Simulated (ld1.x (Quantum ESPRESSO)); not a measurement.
## Configuration tests for Ce (PAW)

```json
{"Element": "Ce", "Generator": "ld1.x (Quantum ESPRESSO) 7.5", "Type": "PAW", "Functional": "Wu–Cohen", "Relativity": "fully relativistic", "Frozen core": "[Kr] 4d10", "Valence charge": "12", "Reference configuration": "4f1 5s2 5p6 5d1 6s1.5 6p0 (charge +0.5)", "Partial waves": "5s (bound): rcut 2.00, rcutus 2.70 bohr; 6s (bound): rcut 2.00, rcutus 2.70 bohr; 5p (bound): rcut 2.60, rcutus 2.75 bohr; 6p (bound, empty): rcut 2.60, rcutus 2.75 bohr; 5d (bound): rcut 2.55, rcutus 3.00 bohr; 5d channel at 2.85 Ry: rcut 2.55, rcutus 3.00 bohr; 4f (bound): rcut 1.50, rcutus 1.60 bohr; 4f channel at -0.1 Ry: rcut 1.50, rcutus 1.60 bohr", "Local potential": "all-electron potential smoothed inside 1.75 bohr (lloc = -1)", "Core correction": "Bessel-smoothed model core inside 1.00 bohr", "Augmentation charge": "PSQ, inside the norm-conserving radii"}
```

Open shells are filled in proportion to 2j + 1 (rel_dist='average').

Energies are relative to the spin-unpolarised reference configuration 4f1 5s2 5p6 5d1 6s1.5 6p0; without spin polarisation the order of configurations can differ from experiment. Not all tests gave a result: test run stopped at test 4 of 7 (negative rho).

```json
{"valence configuration": "4f1 5s2 5p6 5d1 6s2 6p0", "charge": "0", "ΔE all-electron (eV)": "-2.460", "error AE − PS (meV)": "+0.1"}
{"valence configuration": "4f1 5s2 5p6 5d1 6s1 6p0", "charge": "+1", "ΔE all-electron (eV)": "3.640", "error AE − PS (meV)": "+0.2"}
{"valence configuration": "4f1 5s2 5p6 5d1 6s0 6p0", "charge": "+2", "ΔE all-electron (eV)": "14.616", "error AE − PS (meV)": "+1.0"}
```

Levels in the configuration 4f1 5s2 5p6 5d1 6s1 6p0:

| level | all-electron (eV) | pseudo (eV) |
| --- | --- | --- |
| 4f j=5/2 | -11.520 | -11.543 |
| 4f j=7/2 | -11.187 | -11.209 |
| 5s j=1/2 | -46.477 | -46.472 |
| 5p j=1/2 | -31.043 | -31.042 |
| 5p j=3/2 | -28.271 | -28.269 |
| 5d j=3/2 | -8.712 | -8.709 |
| 5d j=5/2 | -8.480 | -8.478 |
| 6s j=1/2 | -8.486 | -8.485 |

The ghost test of this file was not conclusive.
